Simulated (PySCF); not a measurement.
Run record for `C#CC=C=CCC=C`: B97-D/pcSseg-0, IEF-PCM methanol, full TDDFT, 25 singlets.

Method: TDDFT B97-D/pcSseg-0, vertical, IEF-PCM methanol (non-equilibrium linear response), core orbitals frozen in the response (PySCF 2.14.0, density-fitted response routines). Geometry: GFN2-xTB. A driver script takes a list of jobs; this job's settings line and coordinates (Å) are shown.

Command:
```bash
OMP_NUM_THREADS=1 python probes_run.py task.json out
```

Input:
```
{"job": {"kind": "uv", "xc": "B97-D", "basis": "pcSseg-0", "solvent": "methanol", "nstates": 25, "ntriplets": 5, "tda": false}, "charge": 0, "multiplicity": 1}
C      4.472907     0.213186    -0.251980
C      3.371343     0.685344    -0.321641
C      2.083631     1.258138    -0.422662
C      1.023748     0.736051     0.135073
C     -0.024651     0.192052     0.663659
C     -0.912954    -0.798038    -0.049814
C     -2.268899    -0.201140    -0.274004
C     -3.386813    -0.674237     0.243176
H      5.434280    -0.201020    -0.187548
H      2.017017     2.180293    -0.989898
H     -0.335181     0.457283     1.666963
H     -1.001778    -1.702496     0.556607
H     -0.461646    -1.059234    -1.010319
H     -2.280960     0.686634    -0.893559
H     -3.396917    -1.554794     0.865561
H     -4.340727    -0.209078     0.061425
```

What does the run print?

```
coarse grid: 13648 points
cycle   1  E = -308.6281202635  dE =  8.031e-01  |g| = 3.991e-01  |ddm| = 4.417e+00
cycle   2  E = -308.6180931974  dE =  1.003e-02  |g| = 4.489e-01  |ddm| = 9.802e-01
cycle   3  E = -308.6670094069  dE = -4.892e-02  |g| = 1.538e-01  |ddm| = 5.621e-01
cycle   4  E = -308.6733167650  dE = -6.307e-03  |g| = 3.842e-02  |ddm| = 1.876e-01
cycle   5  E = -308.6736227065  dE = -3.059e-04  |g| = 1.844e-02  |ddm| = 4.763e-02
cycle   6  E = -308.6737041477  dE = -8.144e-05  |g| = 5.640e-03  |ddm| = 2.102e-02
cycle   7  E = -308.6737123705  dE = -8.223e-06  |g| = 8.832e-04  |ddm| = 6.635e-03
final grid: 132640 points
cycle   8  E = -308.6204217523  dE = -4.027e-05  |g| = 8.234e-03  |ddm| = 2.934e-02
cycle   9  E = -308.6204107311  dE =  1.102e-05  |g| = 1.043e-02  |ddm| = 2.139e-02
cycle  10  E = -308.6204345974  dE = -2.387e-05  |g| = 4.855e-03  |ddm| = 1.401e-02
cycle  11  E = -308.6204406830  dE = -6.086e-06  |g| = 4.370e-04  |ddm| = 4.266e-03
cycle  12  E = -308.6204407263  dE = -4.328e-08  |g| = 1.696e-04  |ddm| = 6.166e-04
cycle  13  E = -308.6204407338  dE = -7.524e-09  |g| = 5.182e-05  |ddm| = 2.189e-04
cycle  14  E = -308.6204407345  dE = -6.943e-10  |g| = 1.012e-05  |ddm| = 6.040e-05
converged SCF energy = -308.6204407345

Static polarisability (au): isotropic 110.936, principal 52.550 77.374 202.883

Singlet excitations
state   eV       nm        f      main configurations
  1   4.9297    251.5   0.06992   H-1->L 0.73, H->L 0.23
  2   5.1245    241.9   0.01566   H->L+1 0.88
  3   5.2932    234.2   0.04037   H-2->L 0.82
  4   5.5815    222.1   0.00812   H-3->L 0.97
  5   5.6800    218.3   0.38879   H->L 0.50, H-1->L 0.11, H-2->L 0.11
  6   5.8595    211.6   0.17041   H-1->L+1 0.54, H->L+2 0.21, H-2->L+1 0.12
  7   6.0853    203.7   0.01095   H->L+2 0.60, H-1->L+1 0.11, H-1->L+2 0.10
  8   6.1854    200.4   0.16510   H-2->L+1 0.45, H-1->L+2 0.19, H-3->L+1 0.16
  9   6.2571    198.1   0.01186   H-3->L+1 0.67, H-2->L+1 0.08
 10   6.7183    184.5   0.00030   H->L+3 0.97
 11   6.9324    178.8   0.05827   H-1->L+3 0.37, H-2->L+2 0.22, H-1->L+2 0.20
 12   7.1072    174.4   0.02231   H-5->L 0.74, H-4->L 0.19
 13   7.1445    173.5   0.11470   H-3->L+2 0.76, H-3->L+3 0.10
 14   7.2158    171.8   0.09771   H-1->L+3 0.34, H-2->L+3 0.33, H-2->L+2 0.22
 15   7.4352    166.8   0.18514   H-4->L 0.54, H-4->L+1 0.13, H-5->L 0.13
 16   7.6083    163.0   0.01254   H-4->L+1 0.79
 17   7.6773    161.5   0.00971   H-6->L 0.80, H-5->L+1 0.12
 18   7.6894    161.2   0.04953   H-5->L+1 0.61, H-6->L 0.13, H-2->L+3 0.13
 19   8.0655    153.7   0.61948   H-2->L+3 0.29, H-2->L+2 0.23, H-6->L+1 0.10
 20   8.1405    152.3   0.03610   H->L+4 0.39, H-6->L+1 0.14, H-3->L+3 0.13
 21   8.2204    150.8   0.35079   H-6->L+1 0.40, H-3->L+3 0.19, H->L+4 0.17
 22   8.3354    148.7   0.00498   H-6->L+1 0.33, H-1->L+2 0.13, H-4->L+2 0.11
 23   8.4719    146.3   0.03018   H-4->L+2 0.55, H->L+5 0.38
 24   8.4943    146.0   0.00876   H->L+5 0.51, H-4->L+2 0.29
 25   8.5564    144.9   0.01881   H-1->L+4 0.86

Triplet excitations (Tamm-Dancoff, eV): 3.7415 4.5440 4.7535 4.8640 5.0661
```

The SCF starts on a coarse grid where the log names one; the energy can jump when the final grid takes over, and dE then counts from the start density on the new grid. H and L stand for HOMO and LUMO; the number after each pair is its weight.

How does the lowest singlet excitation compare with the HOMO–LUMO gap?

HOMO -6.02 eV and LUMO -1.51 eV give a gap of 4.51 eV; S1 at 4.93 eV lies 0.42 eV above it.

Give S1 in cm⁻¹ and kJ/mol.

4.9297 eV × 8065.54 = 39761 cm⁻¹; × 96.485 = 475.6 kJ/mol.

In short: SCF converged in 14 cycles with 88 basis and 808 fitting functions; HOMO -6.02 eV, LUMO -1.51 eV; lowest singlet 4.93 eV; lowest triplet 3.74 eV (Tamm–Dancoff); mean polarisability 110.9 au.

The structure is a single GFN2-xTB conformer; no vibrational corrections.

Estimate the wall time. Hardware: one thread of an Arm Neoverse V2, shared host with 96 logical CPUs at a one-minute load of 20. And the peak memory of the process?

About 12 s, with 0.61 GiB resident at the peak, the Python interpreter and its libraries included.

Shape of the structure used: `[CH:1]#[C:2][CH:3]=[C:4]=[CH:5][CH2:6][CH:7]=[CH2:8]`: C4–C5–C6–C7 -114°, C5–C6–C7–C8 -117°.

B97-D is run here without its empirical dispersion term; that term would change no orbital, density or response property at a fixed geometry.
